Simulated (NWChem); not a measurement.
System: C₂H₆OSe; SMILES CC[Se]O

The following NWChem deck was run.

```
start job
memory heap 200 mb stack 900 mb global 1100 mb
geometry units angstroms noautoz
  Se    -0.390662    -0.675185    -0.034280
  C     -0.395401     1.224001    -0.587528
  C      0.394562     2.137897     0.341738
  H     -1.460697     1.484819    -0.615476
  H     -0.013417     1.259115    -1.611110
  H      1.438604     1.812899     0.400425
  H     -0.024475     2.139548     1.353303
  H      0.388375     3.168355    -0.036136
  O      1.426350    -0.969939    -0.151158
  H      1.762829    -0.818043     0.747716
end
basis spherical
  * library def2-tzvp
end
dft
  xc xpbe96 cpbe96
  iterations 150
  semidirect filesize 400000000
  mulliken
end
task dft energy
```

Structure relaxed at the B3LYP/6-31G* (spherical d) level.

### Question
What results follow from this input? (PBE/def2-TZVP.) Quantities: energy (Ha); highest occupied level (eV); orbital gap (eV); dipole (D).

### Answer
```
Item                           Result
---------------------------  --------
energy (Ha)                  -2556.10
highest occupied level (eV)     -5.16
orbital gap (eV)                 3.19
dipole (D)                       2.05
```
